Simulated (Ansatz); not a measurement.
```xyz
5

Ge    0.0325    0.0762    0.0529
H     0.8106    0.8972    0.9441
H     1.0000   -0.8731   -0.8359
H    -0.8478    0.8438   -0.9395
H    -0.9366   -0.7663    0.9101
```

Basis set: def2-SVP (spherical functions). Correlated methods keep 9 orbitals frozen. Charge 0, multiplicity 1.

Computed with Ansatz (development build ahead of 0.2.0); each method stands on the lowest determinant of its kind that the runs found. Restricted open shells among the atoms or ions are ROHF, correlated in semicanonical orbitals with singles.

The atomization energy at this shape (free ground-state atoms in the same class of orbitals less the molecule, no zero-point energy) of singlet GeH4:

```json
{"method": "RHF", "atomization energy": "9.68 eV"}
```

(1) What does RHF-MP2 give?

Results:

(1) 11.70 eV. Caution: the shape is not the minimum.
